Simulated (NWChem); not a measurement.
All runs are NWChem calculations. System: Cl₃In, charge 0, spin multiplicity 1, at a geometry optimised with PBE0/def2-SVP with def2 effective core potentials on In. The structure started from a generated list of species. Level: PBE0/def2-TZVP with def2 effective core potentials on In.

Input file:

```
start mol
memory heap 200 mb stack 900 mb global 1100 mb
geometry units angstroms nocenter noautoz
  In     0.000000     0.000000    -0.000001
  Cl     0.000000     0.000000     2.320899
  Cl    -2.009962     0.000000    -1.160448
  Cl     2.009962     0.000000    -1.160448
  symmetry group C2v
end
basis spherical
  * library def2-tzvp
end
ecp
  In library def2-ecp
end
dft
  xc pbe0
  semidirect memsize 60000000 filesize 0
  iterations 100
end
task dft energy
```

Part of the output:

```
             Northwest Computational Chemistry Package (NWChem) 7.3.0
             --------------------------------------------------------

                                NWChem Input Module
                                -------------------

 Scaling coordinates for geometry "geometry" by  1.889725989
 (inverse scale =  0.529177249)

 Turning off AUTOSYM since
 SYMMETRY directive was detected!

                             Geometry "geometry" -> ""
                             -------------------------

 Output coordinates in angstroms (scale by  1.889725989 to convert to a.u.)

  No.       Tag          Charge          X              Y              Z
 ---- ---------------- ---------- -------------- -------------- --------------
    1 In                  49.0000     0.00000000     0.00000000    -0.00000100
    2 Cl                  17.0000     0.00000000     0.00000000     2.32089900
    3 Cl                  17.0000    -2.00996200     0.00000000    -1.16044800
    4 Cl                  17.0000     2.00996200     0.00000000    -1.16044800

 Effective nuclear repulsion energy (a.u.)     683.9155394392

            Nuclear Dipole moment (a.u.)
            ----------------------------
        X                 Y               Z
 ---------------- ---------------- ----------------
     0.0000000000     0.0000000000     0.0000037795

      Symmetry information
      --------------------

 Group name             C2v
 Group number             16
 Group order               4
 No. of unique centers     3

      Symmetry unique atoms

     1    2    3


 Summary of "ao basis" -> "" (spherical)
 ------------------------------------------------------------------------------
       Tag                 Description            Shells   Functions and Types
 ---------------- ------------------------------  ------  ---------------------
 *                         def2-tzvp                  on all atoms

                                 NWChem DFT Module
                                 -----------------

 Summary of "ao basis" -> "ao basis" (spherical)
 ------------------------------------------------------------------------------
       Tag                 Description            Shells   Functions and Types
 ---------------- ------------------------------  ------  ---------------------
 In                        def2-tzvp                16       50   6s5p3d2f
 Cl                        def2-tzvp                13       37   5s5p2d1f

 Summary of "ao basis" -> "ao basis" (spherical)
 ------------------------------------------------------------------------------
       Tag                 Description            Shells   Functions and Types
 ---------------- ------------------------------  ------  ---------------------
 In                        def2-tzvp                16       50   6s5p3d2f
 Cl                        def2-tzvp                13       37   5s5p2d1f

      Symmetry analysis of basis
      --------------------------

        a1         62
        a2         20
        b1         46
        b2         33

            General Information
            -------------------
          SCF calculation type: DFT
          Wavefunction type:  closed shell.
          No. of atoms     :     4
          No. of electrons :    72
           Alpha electrons :    36
            Beta electrons :    36
          Charge           :     0
          Spin multiplicity:     1
          Use of symmetry is: on ; symmetry adaption is: on
          Maximum number of iterations: 100
[...]
 d= 0,ls=0.0,diis     4  -1570.4795274869 -2.22D-02  2.03D-04  1.03D-03     8.4
 d= 0,ls=0.0,diis     5  -1570.4796610068 -1.34D-04  4.56D-05  5.83D-05     9.0
  Resetting Diis
 d= 0,ls=0.0,diis     6  -1570.4796660233 -5.02D-06  8.87D-06  1.50D-06     9.5
 d= 0,ls=0.0,diis     7  -1570.4796662161 -1.93D-07  2.04D-06  4.54D-08    10.1

         Total DFT energy =    -1570.479666216117
      One electron energy =    -2956.155833136793
           Coulomb energy =     1128.494536425178
    Exchange-Corr. energy =     -101.142650015226
 Nuclear repulsion energy =      358.324280510724

 Numeric. integr. density =       72.000000037566

     Total iterative time =      8.2s

                  Occupations of the irreducible representations
                  ----------------------------------------------

                     irrep           alpha         beta
                     --------     --------     --------
                     a1               16.0         16.0
                     a2                3.0          3.0
                     b1               11.0         11.0
                     b2                6.0          6.0

                       DFT Final Molecular Orbital Analysis
                       ------------------------------------

 Vector   34  Occ=2.000000D+00  E=-3.501342D-01  Symmetry=a1
              MO Center=  4.9D-11, -4.3D-15, -7.7D-01, r^2= 5.8D+00
   Bfn.  Coefficient  Atom+Function         Bfn.  Coefficient  Atom+Function
  ----- ------------  ---------------      ----- ------------  ---------------
   104      0.352332  3 Cl pz               141      0.352332  4 Cl pz
   107      0.215737  3 Cl pz               144      0.215737  4 Cl pz
    67      0.186179  2 Cl pz               101      0.161211  3 Cl pz
   138      0.161211  4 Cl pz                95     -0.133085  3 Cl pz
   132     -0.133085  4 Cl pz                24      0.128097  1 In d  0

 Vector   35  Occ=2.000000D+00  E=-3.501306D-01  Symmetry=b1
              MO Center= -4.9D-11, -7.1D-16,  7.6D-01, r^2= 5.8D+00
   Bfn.  Coefficient  Atom+Function         Bfn.  Coefficient  Atom+Function
  ----- ------------  ---------------      ----- ------------  ---------------
    65      0.407328  2 Cl px                68      0.252707  2 Cl px
   102      0.241743  3 Cl px               139      0.241743  4 Cl px
    62      0.186241  2 Cl px                56     -0.153811  2 Cl px
    25      0.147907  1 In d  1             105      0.141416  3 Cl px
   142      0.141416  4 Cl px                99      0.110871  3 Cl px

 Vector   36  Occ=2.000000D+00  E=-3.472081D-01  Symmetry=b1
              MO Center= -8.5D-13, -7.8D-16,  3.7D-03, r^2= 6.4D+00
   Bfn.  Coefficient  Atom+Function         Bfn.  Coefficient  Atom+Function
  ----- ------------  ---------------      ----- ------------  ---------------
    65      0.319491  2 Cl px               104      0.276116  3 Cl pz
   141     -0.276116  4 Cl pz                68      0.206226  2 Cl px
   107      0.178234  3 Cl pz               144     -0.178234  4 Cl pz
   102     -0.159192  3 Cl px               139     -0.159192  4 Cl px
    62      0.149043  2 Cl px               101      0.128815  3 Cl pz

 Vector   37  Occ=0.000000D+00  E=-1.149459D-01  Symmetry=a1
              MO Center=  2.6D-15, -4.5D-15, -5.2D-06, r^2= 4.9D+00
   Bfn.  Coefficient  Atom+Function         Bfn.  Coefficient  Atom+Function
  ----- ------------  ---------------      ----- ------------  ---------------
     5      0.690121  1 In s                  6      0.693544  1 In s
     2      0.582382  1 In s                  1     -0.428781  1 In s
     3     -0.359560  1 In s                 70      0.253920  2 Cl pz
     4     -0.244996  1 In s                 67      0.241078  2 Cl pz
   105     -0.219903  3 Cl px               142      0.219903  4 Cl px

 Vector   38  Occ=0.000000D+00  E=-6.972018D-02  Symmetry=b2
              MO Center=  4.4D-15,  4.4D-15, -3.4D-06, r^2= 4.3D+00
   Bfn.  Coefficient  Atom+Function         Bfn.  Coefficient  Atom+Function
  ----- ------------  ---------------      ----- ------------  ---------------
    17      0.643036  1 In py                14      0.363900  1 In py
    11     -0.323816  1 In py                20      0.219685  1 In py
    69     -0.174218  2 Cl py               106     -0.174215  3 Cl py
   143     -0.174215  4 Cl py                66     -0.132343  2 Cl py
   103     -0.132342  3 Cl py               140     -0.132342  4 Cl py

 Vector   39  Occ=0.000000D+00  E= 2.466336D-02  Symmetry=b1
              MO Center= -2.3D-09, -8.3D-16,  2.4D-01, r^2= 1.0D+01
   Bfn.  Coefficient  Atom+Function         Bfn.  Coefficient  Atom+Function
  ----- ------------  ---------------      ----- ------------  ---------------
    19      1.071104  1 In px                92      0.258828  3 Cl s
   129     -0.258828  4 Cl s                 13      0.246574  1 In px
    68     -0.236421  2 Cl px                35     -0.197270  1 In d  1
    10     -0.174135  1 In px                91      0.168688  3 Cl s
   128     -0.168688  4 Cl s                 65     -0.128541  2 Cl px

 center of mass
 --------------
 x =   0.00000000 y =   0.00000000 z =  -0.00000009

 moments of inertia (a.u.)
 ------------------
        1008.979608730471           0.000000000000           0.000000000000
           0.000000000000        2017.964611264971           0.000000000000
           0.000000000000           0.000000000000        1008.985002534500

     Multipole analysis of the density
     ---------------------------------

     L   x y z        total         alpha         beta         nuclear
     -   - - -        -----         -----         ----         -------
     0   0 0 0     -0.000000    -36.000000    -36.000000     72.000000

     1   1 0 0      0.000000      0.000000      0.000000      0.000000
     1   0 1 0     -0.000000     -0.000000     -0.000000      0.000000
     1   0 0 1      0.000095      0.000019      0.000019      0.000057

     2   2 0 0    -49.132830   -269.823909   -269.823909    490.514988
     2   1 1 0     -0.000000     -0.000000     -0.000000      0.000000
     2   1 0 1     -0.000000     -0.000000     -0.000000      0.000000
     2   0 2 0    -42.435257    -21.217629    -21.217629      0.000000
     2   0 1 1      0.000000      0.000000      0.000000      0.000000
     2   0 0 2    -49.132098   -269.822232   -269.822232    490.512366

 Task  times  cpu:       10.1s     wall:       10.1s

 Total times  cpu:       10.1s     wall:       10.1s
```
